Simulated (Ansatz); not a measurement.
System: C₄H₁₁Ge, net charge -1, singlet state. It need not be the lowest isomer of its formula. Whether it binds its extra electron was not tested at this geometry. 
Geometry from a B3LYP-D3(BJ)/def2-TZVP (Ansatz, an electronic-structure program) optimisation:
```xyz
16

Ge     0.6234     1.0802     0.1898
C     -0.3929    -0.7428    -0.1121
C     -0.6299    -1.3870     1.2518
C      0.5027    -1.6539    -0.9485
C     -1.7311    -0.5668    -0.8223
H      0.3697     1.5937    -1.3320
H     -0.6994     1.8457     0.7451
H     -1.1129    -2.3756     1.1565
H      0.3101    -1.5274     1.7938
H     -1.2768    -0.7623     1.8746
H      1.4757    -1.8021    -0.4707
H      0.6856    -1.2247    -1.9379
H      0.0465    -2.6488    -1.0960
H     -1.5962    -0.1068    -1.8036
H     -2.3967     0.0818    -0.2486
H     -2.2463    -1.5365    -0.9698
```
Charge -1, spin multiplicity 1.

Total electronic energies in hartree. Cores are frozen in the correlated levels unless marked. No spin-orbit coupling. Frozen are the shells of the preceding noble gas and the d and f shells that filled before the atom's block. No relativistic terms. CBS(X,Y): correlation extrapolated as X^-3; Hartree-Fock from the larger set. The bracket is a focal-point correction in the basis named.

| level | program | energy (Eh) |
|---|---|---|
| HF/6-31G | Ansatz | -2232.80270 |
| RI-HF/aug-cc-pVTZ | Ansatz | -2233.30948 |
| RI-HF/aug-cc-pVQZ | Ansatz | -2233.32189 |
| PBE/def2-TZVPD | Ansatz | -2235.56461 |
| revPBE-D4/def2-TZVPD | Ansatz + dftd4 | -2235.94939 |
| r2SCAN-D3(BJ)/def2-TZVPD | Ansatz + dftd3 | -2236.00622 |
| PBE0/def2-QZVPP | Ansatz | -2235.70601 |
| BHLYP-D4/def2-TZVPD | Ansatz + dftd4 | -2235.99912 |
| r2SCANh-D4/def2-TZVPD | Ansatz + dftd4 | -2235.99316 |
| r2SCAN0-D4/def2-TZVPD | Ansatz + dftd4 | -2235.97527 |
| HSE06-D4/def2-TZVPD | Ansatz + dftd4 | -2235.65229 |
| LC-wPBE-D4/def2-TZVPD | Ansatz + dftd4 | -2235.75980 |
| B2GP-PLYP-D4/def2-TZVPD | Ansatz + dftd4 | -2235.35725 |
| B2PLYP-D3(BJ)/def2-TZVPD | Ansatz + dftd3 | -2235.54333 |
| B2PLYP-D4/def2-TZVPD | Ansatz + dftd4 | -2235.54287 |
| PBE-QIDH/def2-TZVPD | Ansatz | -2235.24250 |
| MP2/aug-cc-pVDZ | Ansatz | -2233.93709 |
| CCSD/aug-cc-pVDZ | Ansatz | -2234.01062 |
| CCSD/cc-pVDZ | Ansatz | -2233.96239 |
| CCSD/cc-pVTZ | Ansatz | -2234.22522 |
| CCSD(T)/cc-pVDZ | Ansatz | -2233.98681 |
| CCSD(T)/aug-cc-pVTZ | Ansatz | -2234.28336 |
| RI-MP2/CBS(aug-cc-pVTZ,aug-cc-pVQZ)+[CCSD(T)-MP2]/aug-cc-pVTZ | Ansatz | -2234.3706 |

Totals of different functionals don't rank their quality; only differences between species are comparable.
